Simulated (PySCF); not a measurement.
# Working out the excitation energy of Si

Si [Ne] 3s2 3p2 (3P) → Si [Ne] 3s1 3p3 (5S). Calculation: PySCF 2.14, in aug-cc-pVDZ-DK (5s4p2d, 27 functions); the spin-free X2C one-electron Hamiltonian (Gaussian nucleus). Frozen: [Ne]. Energies in hartree (1 hartree = 27.21139 eV):

```
             part   Si (lower)   Si (upper)
              UHF  -289.452928  -289.354263
MP2 opposite-spin    -0.038253     0.000000
    MP2 same-spin    -0.008249    -0.017523
```

Task: What does Hartree-Fock give?

Result: (-289.354263) − (-289.452928) = 0.098665 hartree = 2.685 eV.

Task: What do MP2 and SCS-MP2 (6/5 opposite-spin, 1/3 same-spin) give?

Result: The opposite-spin parts differ by 1.041 eV and the same-spin parts by -0.252 eV. MP2: 2.685 + (1.041) + (-0.252) = 3.474 eV. SCS-MP2: 2.685 + 1.2 × (1.041) + (-0.252)/3 = 3.850 eV.

A double-zeta basis recovers only part of the correlation energy.
